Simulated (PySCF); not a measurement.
Isomers of C6H9BF2. Theory: PBE0-D3(BJ)/def2-SVP geometry optimisation, gas phase in PySCF. Energies are electronic, without zero-point or thermal terms, for one conformer each. No frequencies were run at this level. Point groups hold within 0.08 Å.

**Question.** Rank from lowest to highest electronic energy at this level (kcal/mol).
A. `[CH2:1]=[C:2]([F:3])/[C:4]([F:5])=[CH:6]\[B:7]([CH3:8])[CH3:9]` with C1–C2–C4–F5 3°
B. `[CH3:1][C@:2]12[CH2:3][C@:4]([B:5]([F:6])[F:7])([CH2:8]1)[CH2:9]2` with C3–C4–B5–F6 -124°

**Answer.** B (0.0), A (64.2).

As drawn, the lower has a four-membered ring, a B–F bond and a quaternary carbon, which the higher lacks; the higher has a C=C bond outside aromatic rings, which the lower lacks.

```json
{"SMILES": "C[C@]12C[C@](B(F)F)(C1)C2", "E (Eh)": "-457.82865", "E rel (kcal/mol)": "0.0", "dipole (D)": "2.01", "point group": "near Cs", "A, B, C (MHz)": "3849, 968.5, 886.3"}
{"SMILES": "C=C(F)/C(F)=C\\B(C)C", "E (Eh)": "-457.72629", "E rel (kcal/mol)": "64.2", "dipole (D)": "0.46", "point group": "C1", "A, B, C (MHz)": "2396, 1094, 920.5"}
```
